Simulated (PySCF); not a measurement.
C2H9ClGeSi, SMILES Cl[SiH2]C[CH2][GeH3] (CAM-B3LYP/def2-SVP optimised geometry):

```
14

Si     0.602    -2.309    -1.906
Cl     1.361    -1.381    -3.605
C     -1.153    -1.711    -1.622
C     -1.373    -0.192    -1.572
Ge    -0.651     0.741     0.000
H      1.509    -1.983    -0.777
H      0.606    -3.775    -2.140
H     -1.758    -2.151    -2.434
H     -1.509    -2.195    -0.695
H     -2.451     0.031    -1.592
H     -0.946     0.283    -2.469
H      0.886     0.741     0.000
H     -1.147     2.195     0.000
H     -1.139     0.043     1.283
```

Method: CAM-B3LYP/def2-TZVP in PySCF 2.14.0.

### Question
What are the frontier orbital energies and the dipole moment?

### Answer
HOMO-2 -10.22 eV, HOMO-1 -10.16 eV, HOMO -9.66 eV, LUMO 1.22 eV, LUMO+1 1.39 eV; dipole moment 1.78 D.

Meta-Löwdin charges at CAM-B3LYP/def2-TZVP: Si1 0.72, Cl2 -0.32, C3 -0.44, C4 -0.38, Ge5 0.36, H6 -0.11, H7 -0.10, H8 0.12, H9 0.12, H10 0.12, H11 0.12, H12 -0.07, H13 -0.06, H14 -0.07.
